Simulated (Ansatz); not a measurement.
Consider the ligand exchange at the Si–C bond: `N[C@@H](F)[Si@@H](O)F` + `CN[SiH2]O` → `CN([SiH2]O)[SiH](O)F` + `NCF`.

Gas-phase electronic energies from Ansatz, PBE0-D4/def2-TZVP geometries. CCSD(T)/CBS is the MP2 limit (def2-TZVPP, def2-QZVPP) plus CCSD(T) − MP2 in def2-TZVPP, frozen cores. DFT in def2-TZVPP. B3LYP here is the variant with VWN-RPA as its local correlation; programs differ in this. One conformer a species, not always the lowest.

```
                species  B3LYP energy (Eh)
`N[C@@H](F)[Si@@H](O)F`         -660.59052
            `CN[SiH2]O`         -461.96594
 `CN([SiH2]O)[SiH](O)F`         -927.39278
                  `NCF`         -195.19746
```

Task: Work out ΔE.

Result: ΔE = (-927.39278) + (-195.19746) − (-660.59052) − (-461.96594) = -0.03378 Eh = -21.2 kcal/mol. CCSD(T)/CBS gives -24.3 kcal/mol.

Largest T1 diagnostic among the species: 0.012.

The D4 term adds −2.0 kcal/mol with B3LYP and −1.1 kcal/mol with PBE0; it sums over pairs of atoms, weighted by their polarisabilities, and B3LYP, whose exchange is more repulsive, gets the larger term. From PBE to PBE0 (25 % exact exchange), in def2-TZVPP and without D4, ΔE moves by −2.2 kcal/mol.
